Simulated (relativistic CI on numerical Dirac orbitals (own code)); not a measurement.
# Forbidden lines of Au³⁴⁺

Computed by Dirac-Coulomb-Breit CI, orbitals from a KLI potential per configuration, model QED, unscaled Slater integrals (own radial code, finite nucleus).

CI space (outside the closed core [Ar] 3d10): 4s²4p⁶4d⁹, 4s²4p⁶4d⁸4f, 4s²4p⁵4d¹⁰, 4s4p⁶4d¹⁰, 4s²4p⁵4d⁹4f, 4s4p⁶4d⁹4f, 4s²4p⁶4d⁸5s, 4s²4p⁶4d⁷4f5s, 4s²4p⁶4d⁸5p, 4s²4p⁶4d⁸5d, 4s²4p⁵4d⁹5s, 4s²4p⁶4d⁸5f, 4s²4p⁶4d⁷5s5p, 4s²4p⁵4d⁹5p, 4p⁶4d¹⁰4f, 4s²4p⁶4d⁸5g, 4s²4p⁶4d⁸6s, 4s²4p⁵4d⁹5d, 4s4p⁶4d⁹5s, 4s²4p⁶4d⁸6p, 4s²4p⁶4d⁸6d, 4p⁶4d⁹4f², 4p⁶4d⁸4f³, 4p⁵4d¹⁰4f², 4p⁵4d⁹4f³, 4p⁶4d⁸4f²5s, 4s²4p⁶4d⁷5s², 4s²4p⁶4d⁶4f5s², 4s²4p⁵4d⁷4f5s², 4s4p⁶4d⁷4f5s². Double excitations out of closed p, d and f shells are left out; levels of such configurations are missing from the list, as are those of other unlisted configurations, and high levels can miss mixing partners. These lack a partner that the ground configuration has and come out too high: 4s²4p⁶4d⁸5p, 4s²4p⁶4d⁸5d, 4s²4p⁵4d⁹5s, 4s²4p⁶4d⁸5f, 4s²4p⁵4d⁹5p.

| λ vac (Å) | Lower | Upper | Type | A (s⁻¹) | gf | Branching (%) |
| --- | --- | --- | --- | --- | --- | --- |
| 50.008 | 4s²4p⁶4d⁹ ²D5/2 [1] | 4s²4p⁶4d⁸4f ⁴G°9/2 [41] | M2 | 7.67e+03 | 2.88e-08 | 9.3 |
| 50.240 | 4s²4p⁶4d⁹ ²D5/2 [1] | 4s²4p⁶4d⁸4f ⁴F°9/2 [39] | M2 | 4.83e+03 | 1.83e-08 | 5.7 |
| 50.884 | 4s²4p⁶4d⁹ ²D5/2 [1] | 4s²4p⁶4d⁸4f ²G°9/2 [35] | M2 | 5.88e+03 | 2.28e-08 | 4.5 |
| 55.050 | 4s²4p⁶4d⁹ ²D5/2 [1] | 4s²4p⁶4d⁸4f ²G°9/2 [15] | M2 | 5.95e+04 | 2.71e-07 | 98.2 |
| 56.261 | 4s²4p⁶4d⁹ ²D5/2 [1] | 4s²4p⁶4d⁸4f ⁴F°9/2 [8] | M2 | 1.59e+04 | 7.56e-08 | 98.1 |
| 399.09 | 4s²4p⁶4d⁸4f ⁴H°11/2 [10] | 4s²4p⁶4d⁸4f ²H°9/2 [52] | M1 | 4.79e+03 | 1.14e-06 | 4.0 |
| 399.74 | 4s²4p⁶4d⁸4f ⁴F°7/2 [5] | 4s²4p⁶4d⁸4f ⁴G°9/2 [41] | M1 | 3.81e+03 | 9.13e-07 | 4.6 |
| 414.96 | 4s²4p⁶4d⁸4f ⁴F°9/2 [8] | 4s²4p⁶4d⁸4f ⁴H°11/2 [47] | M1 | 4.43e+03 | 1.37e-06 | 3.1 |
| 415.09 | 4s²4p⁶4d⁸4f ⁴F°7/2 [5] | 4s²4p⁶4d⁸4f ⁴F°9/2 [39] | M1 | 3.45e+03 | 8.90e-07 | 4.1 |
| 416.49 | 4s²4p⁶4d⁸4f ²I°13/2 [9] | 4s²4p⁶4d⁸4f ⁴H°11/2 [47] | M1 | 6.58e+03 | 2.05e-06 | 4.7 |
| 441.82 | 4s²4p⁶4d⁸4f ⁴H°13/2 [16] | 4s²4p⁶4d⁸4f ⁴G°11/2 [54] | M1 | 3.31e+04 | 1.16e-05 | 34.8 |
| 442.26 | 4s²4p⁶4d⁸4f ²I°13/2 [9] | 4s²4p⁶4d⁸4f ⁴I°13/2 [43] | M1 | 3.36e+03 | 1.38e-06 | 2.2 |
| 449.91 | 4s²4p⁶4d⁸4f ⁴F°9/2 [8] | 4s²4p⁶4d⁸4f ⁴G°9/2 [41] | M1 | 1.24e+04 | 3.76e-06 | 15.1 |
| 454.60 | 4s²4p⁶4d⁸4f ⁴I°15/2 [13] | 4s²4p⁶4d⁸4f ²K°15/2 [49] | M1 | 3.89e+04 | 1.93e-05 | 87.8 |
| 463.60 | 4s²4p⁶4d⁸4f ⁴F°7/2 [5] | 4s²4p⁶4d⁸4f ²G°9/2 [35] | M1 | 1.18e+04 | 3.79e-06 | 9.0 |
| 469.45 | 4s²4p⁶4d⁸4f ⁴F°9/2 [8] | 4s²4p⁶4d⁸4f ⁴F°9/2 [39] | M1 | 7.75e+03 | 2.56e-06 | 9.2 |
| 490.52 | 4s²4p⁶4d⁸4f ²I°13/2 [9] | 4s²4p⁶4d⁸4f ²K°13/2 [37] | M1 | 3.10e+04 | 1.57e-05 | 71.4 |
| 493.11 | 4s²4p⁶4d⁸4f ²H°11/2 [20] | 4s²4p⁶4d⁸4f ⁴G°11/2 [54] | M1 | 2.54e+04 | 1.11e-05 | 26.7 |
| 494.02 | 4s²4p⁶4d⁸4f ⁴H°13/2 [16] | 4s²4p⁶4d⁸4f ²K°15/2 [49] | M1 | 3.96e+03 | 2.32e-06 | 8.9 |
| 495.31 | 4s²4p⁶4d⁸4f ²G°9/2 [15] | 4s²4p⁶4d⁸4f ⁴H°11/2 [47] | M1 | 1.21e+04 | 5.34e-06 | 8.6 |
| 501.60 | 4s²4p⁶4d⁸4f ²F°7/2 [19] | 4s²4p⁶4d⁸4f ²H°9/2 [52] | M1 | 8.91e+03 | 3.36e-06 | 7.5 |
| 507.54 | 4s²4p⁶4d⁸4f ⁴H°11/2 [10] | 4s²4p⁶4d⁸4f ⁴F°9/2 [39] | M1 | 7.31e+03 | 2.82e-06 | 8.6 |
| 508.37 | 4s²4p⁶4d⁸4f ⁴I°15/2 [13] | 4s²4p⁶4d⁸4f ⁴I°13/2 [43] | M1 | 1.24e+05 | 6.72e-05 | 81.8 |
| 512.36 | 4s²4p⁶4d⁸4f ²H°11/2 [20] | 4s²4p⁶4d⁸4f ²H°9/2 [52] | M1 | 4.07e+04 | 1.60e-05 | 34.5 |
| 517.74 | 4s²4p⁶4d⁸4f ⁴H°13/2 [16] | 4s²4p⁶4d⁸4f ⁴H°11/2 [47] | M1 | 8.95e+04 | 4.32e-05 | 63.2 |
| 517.98 | 4s²4p⁶4d⁹ ²D5/2 [1] | 4s²4p⁶4d⁹ ²D3/2 [2] | M1 | 1.16e+05 | 1.86e-05 | 99.9 |
| 532.46 | 4s²4p⁶4d⁸4f ⁴F°9/2 [8] | 4s²4p⁶4d⁸4f ²G°9/2 [35] | M1 | 1.85e+04 | 7.87e-06 | 14.1 |
| 543.22 | 4s²4p⁶4d⁸4f ²I°13/2 [9] | 4s²4p⁶4d⁸4f ⁴I°11/2 [34] | M1 | 1.17e+05 | 6.21e-05 | 87.9 |
| 545.93 | 4s²4p⁶4d⁸4f ²G°9/2 [15] | 4s²4p⁶4d⁸4f ⁴G°9/2 [41] | M1 | 1.99e+04 | 8.87e-06 | 24.2 |
| 556.61 | 4s²4p⁶4d⁸4f ²P°1/2 [12] | 4s²4p⁶4d⁸4f ⁴P°1/2 [38] | M1 | 7.21e+04 | 6.70e-06 | 2.2 |
| 558.17 | 4s²4p⁶4d⁸4f ⁴H°13/2 [16] | 4s²4p⁶4d⁸4f ⁴I°13/2 [43] | M1 | 1.36e+04 | 8.90e-06 | 9.0 |
| 573.18 | 4s²4p⁶4d⁸4f ⁴I°15/2 [13] | 4s²4p⁶4d⁸4f ²K°13/2 [37] | M1 | 5.55e+03 | 3.83e-06 | 12.8 |
| 574.97 | 4s²4p⁶4d⁸4f ²G°9/2 [15] | 4s²4p⁶4d⁸4f ⁴F°9/2 [39] | M1 | 1.68e+04 | 8.35e-06 | 19.9 |
| 582.00 | 4s²4p⁶4d⁸4f ⁴H°11/2 [10] | 4s²4p⁶4d⁸4f ²G°9/2 [35] | M1 | 8.72e+04 | 4.43e-05 | 66.6 |
| 589.59 | 4s²4p⁶4d⁸4f ²H°11/2 [20] | 4s²4p⁶4d⁸4f ⁴H°11/2 [47] | M1 | 1.84e+04 | 1.15e-05 | 13.0 |
| 591.77 | 4s²4p⁶4d⁸4f ⁴H°11/2 [10] | 4s²4p⁶4d⁸4f ⁴I°11/2 [34] | M1 | 4.33e+03 | 2.73e-06 | 3.3 |
| 605.84 | 4s²4p⁶4d⁸4f ²H°9/2 [17] | 4s²4p⁶4d⁸4f ⁴G°9/2 [41] | M1 | 2.05e+04 | 1.13e-05 | 24.9 |
| 606.58 | 4s²4p⁶4d⁸4f ²G°9/2 [22] | 4s²4p⁶4d⁸4f ²H°9/2 [52] | M1 | 4.67e+04 | 2.57e-05 | 39.5 |
| 637.30 | 4s²4p⁶4d⁸4f ⁴H°13/2 [16] | 4s²4p⁶4d⁸4f ²K°13/2 [37] | M1 | 3.63e+03 | 3.09e-06 | 8.3 |
| 641.80 | 4s²4p⁶4d⁸4f ²H°9/2 [17] | 4s²4p⁶4d⁸4f ⁴F°9/2 [39] | M1 | 1.05e+04 | 6.49e-06 | 12.4 |
| 642.61 | 4s²4p⁶4d⁸4f ²H°11/2 [20] | 4s²4p⁶4d⁸4f ⁴I°13/2 [43] | M1 | 7.53e+03 | 6.53e-06 | 5.0 |
| 649.63 | 4s²4p⁶4d⁸4f ⁴G°11/2 [24] | 4s²4p⁶4d⁸4f ⁴G°11/2 [54] | M1 | 2.60e+04 | 1.97e-05 | 27.3 |
| 685.77 | 4s²4p⁶4d⁸4f ²F°7/2 [19] | 4s²4p⁶4d⁸4f ⁴F°9/2 [39] | M1 | 6.07e+03 | 4.28e-06 | 7.2 |
| 706.04 | 4s²4p⁶4d⁸4f ²H°11/2 [20] | 4s²4p⁶4d⁸4f ⁴F°9/2 [39] | M1 | 1.72e+04 | 1.28e-05 | 20.3 |
| 1142.4 | 4s²4p⁶4d⁸4f ⁴G°7/2 [25] | 4s²4p⁶4d⁸4f ⁴F°9/2 [39] | M1 | 8.29e+03 | 1.62e-05 | 9.8 |

Terms are leading LS components. Brackets give the number of a level in order of energy, since labels repeat. The list gives strong lines, with weight on those to low levels, among the lowest 400 of 8349 levels, so that lines to higher ones, which can be the strongest, are missing. Levels whose partners in the same complex of configurations lie outside the list can be far off, and so can their lines. Rates are taken at the computed energies, electric ones in the length gauge.

At this charge energies of transitions that change n are usually good to better than 1 %, and those within a shell (Δn = 0) to a few per cent.

LS names give the leading component of a level, which can be under half, so a name can repeat, a term be missing and a line seem to break the LS rules.
